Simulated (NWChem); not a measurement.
Species: BN₂H₅; SMILES NBN

```xyz
8

B      0.0000     0.0000    -0.4811
H      0.0000     0.0000    -1.6947
N     -1.2431     0.0000     0.1880
H     -2.1178     0.0000    -0.3139
H     -1.3522     0.0000     1.1929
N      1.2431     0.0000     0.1880
H      1.3522     0.0000     1.1929
H      2.1178     0.0000    -0.3139
```
Atoms are numbered in this order, from 1.

Level: PBE0/def2-SVP (NWChem), optimised geometry, unscaled harmonic frequencies. 

List the harmonic frequencies with IR intensities, and the thermochemistry.


| frequency (cm⁻¹) | IR intensity (km/mol) |
|---|---|
| 335 | 0.0 |
| 388 | 399.1 |
| 398 | 1.6 |
| 470 | 0.0 |
| 605 | 8.2 |
| 803 | 0.0 |
| 924 | 6.2 |
| 927 | 10.6 |
| 1088 | 0.3 |
| 1187 | 33.2 |
| 1434 | 114.4 |
| 1590 | 25.5 |
| 1612 | 313.2 |
| 2587 | 160.7 |
| 3649 | 50.9 |
| 3651 | 5.1 |
| 3762 | 30.0 |
| 3763 | 34.2 |

```yaml
zero_point_energy: 41.7 kcal/mol
thermal correction to the enthalpy at 298.15 K (with zero-point energy): 45.1 kcal/mol
heat capacity Cv: 15.2 cal/(mol K)
entropy at 298.15 K and 1 atm (symmetry number 2): 62.8 cal/(mol K)
dipole_moment: 1.56 D
```

Rigid rotor and harmonic oscillator.
